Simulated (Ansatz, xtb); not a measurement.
## C2H10OSi4: which of two isomers lies lower

Structure X: `[SiH3]C#C[SiH2][SiH2]O[SiH3]`, a singlet. Structure Y: `C=C[Si@@H]1O[SiH2][SiH2][SiH2]1`, a singlet. Both are isolated molecules in the gas phase, relaxed with B3LYP/def2-SVP; each stands in its lowest conformer found.

X (Å):

```yaml
atoms:
  - { symbol: C, position_ang: [-1.3612, -1.8701, -1.1656] }
  - { symbol: C, position_ang: [-0.4648, -1.2819, -1.7609] }
  - { symbol: O, position_ang: [0.8531, 2.1538, -0.4185] }
  - { symbol: Si, position_ang: [-2.7004, -2.7717, -0.2848] }
  - { symbol: Si, position_ang: [0.8581, -0.3350, -2.6253] }
  - { symbol: Si, position_ang: [0.6701, 1.9519, -2.0571] }
  - { symbol: Si, position_ang: [0.3105, 2.0959, 1.1496] }
  - { symbol: H, position_ang: [-2.9640, -2.1166, 1.0268] }
  - { symbol: H, position_ang: [-3.9413, -2.7457, -1.1083] }
  - { symbol: H, position_ang: [-2.2863, -4.1841, -0.0571] }
  - { symbol: H, position_ang: [2.1865, -0.8795, -2.2181] }
  - { symbol: H, position_ang: [0.7019, -0.5129, -4.1001] }
  - { symbol: H, position_ang: [1.7331, 2.7353, -2.7519] }
  - { symbol: H, position_ang: [-0.6633, 2.4634, -2.4998] }
  - { symbol: H, position_ang: [0.5723, 0.7498, 1.7325] }
  - { symbol: H, position_ang: [1.0391, 3.1239, 1.9425] }
  - { symbol: H, position_ang: [-1.1544, 2.3762, 1.2031] }
```

Y (Å):

```json
{"atom": "C", "x (Å)": "-3.7161", "y (Å)": "-1.6286", "z (Å)": "1.5604"}
{"atom": "C", "x (Å)": "-3.5355", "y (Å)": "-0.4029", "z (Å)": "1.0484"}
{"atom": "O", "x (Å)": "-1.7575", "y (Å)": "-1.4846", "z (Å)": "-0.9624"}
{"atom": "Si", "x (Å)": "-2.4074", "y (Å)": "-0.0402", "z (Å)": "-0.3976"}
{"atom": "Si", "x (Å)": "-0.2006", "y (Å)": "-2.1051", "z (Å)": "-1.0809"}
{"atom": "Si", "x (Å)": "1.1230", "y (Å)": "-0.5200", "z (Å)": "0.1000"}
{"atom": "Si", "x (Å)": "-0.4803", "y (Å)": "1.2267", "z (Å)": "0.2116"}
{"atom": "H", "x (Å)": "-3.2105", "y (Å)": "-2.5047", "z (Å)": "1.1394"}
{"atom": "H", "x (Å)": "-4.3789", "y (Å)": "-1.8127", "z (Å)": "2.4137"}
{"atom": "H", "x (Å)": "-4.0721", "y (Å)": "0.4402", "z (Å)": "1.5064"}
{"atom": "H", "x (Å)": "-3.1781", "y (Å)": "0.6105", "z (Å)": "-1.4985"}
{"atom": "H", "x (Å)": "-0.1809", "y (Å)": "-3.4733", "z (Å)": "-0.4869"}
{"atom": "H", "x (Å)": "0.1881", "y (Å)": "-2.2121", "z (Å)": "-2.5186"}
{"atom": "H", "x (Å)": "2.3803", "y (Å)": "-0.1417", "z (Å)": "-0.6114"}
{"atom": "H", "x (Å)": "1.4712", "y (Å)": "-1.0198", "z (Å)": "1.4649"}
{"atom": "H", "x (Å)": "-0.5717", "y (Å)": "1.8592", "z (Å)": "1.5614"}
{"atom": "H", "x (Å)": "-0.1725", "y (Å)": "2.2866", "z (Å)": "-0.7972"}
```

Question: Estimate which is lower in electronic energy at CCSD(T)/def2-SVP + ΔMP2/def2-TZVPP, and by roughly how much.

Answer: The CCSD(T)/def2-SVP + ΔMP2/def2-TZVPP calculation puts structure Y lower, by 24.2 kcal/mol.

How the difference moves with the method:

```json
{"level": "B3LYP/def2-SVP", "geometry": "B3LYP/def2-SVP", "E(Y) − E(X) (kcal/mol)": "−25.4", "departure from the last row (kcal/mol)": "−1.2", "job, with rough time for the two": "optimisation, 4.6 min"}
{"level": "HF/def2-SVP", "geometry": "B3LYP/def2-SVP", "E(Y) − E(X) (kcal/mol)": "−16.8", "departure from the last row (kcal/mol)": "+7.4", "job, with rough time for the two": "part of the CCSD(T) run"}
{"level": "MP2/def2-SVP", "geometry": "B3LYP/def2-SVP", "E(Y) − E(X) (kcal/mol)": "−22.2", "departure from the last row (kcal/mol)": "+2.0", "job, with rough time for the two": "part of the CCSD(T) run"}
{"level": "CCSD(T)/def2-SVP", "geometry": "B3LYP/def2-SVP", "E(Y) − E(X) (kcal/mol)": "−25.5", "departure from the last row (kcal/mol)": "−1.3", "job, with rough time for the two": "single point"}
{"level": "CCSD(T)/def2-SVP + ΔMP2/def2-TZVPP", "geometry": "B3LYP/def2-SVP", "E(Y) − E(X) (kcal/mol)": "−24.2", "departure from the last row (kcal/mol)": "", "job, with rough time for the two": "single point, 2.8 min"}
```

As drawn, Y has 1 C=C, 2 Si–Si, 3 C–H in place of 1 C–Si, 1 C≡C, 3 Si–H. Structure X has no ring, Y a 5-membered ring.

The levels shown agree on the order. The largest departure from CCSD(T)/def2-SVP + ΔMP2/def2-TZVPP is that of HF/def2-SVP, 7.4 kcal/mol. A small imaginary or near-zero mode remains, so no thermal terms are given. Levels run at GFN2-xTB geometries aren't shown. The last row adds to CCSD(T) the change of the MP2 difference between the two basis sets, here +1.3 kcal/mol.

The correlated steps freeze 23 core orbitals. Run with Ansatz 0.2.0, xtb 6.7.1; the last row on 2 threads of Intel(R) Xeon(R) Processor @ 2.70GHz on a shared host.
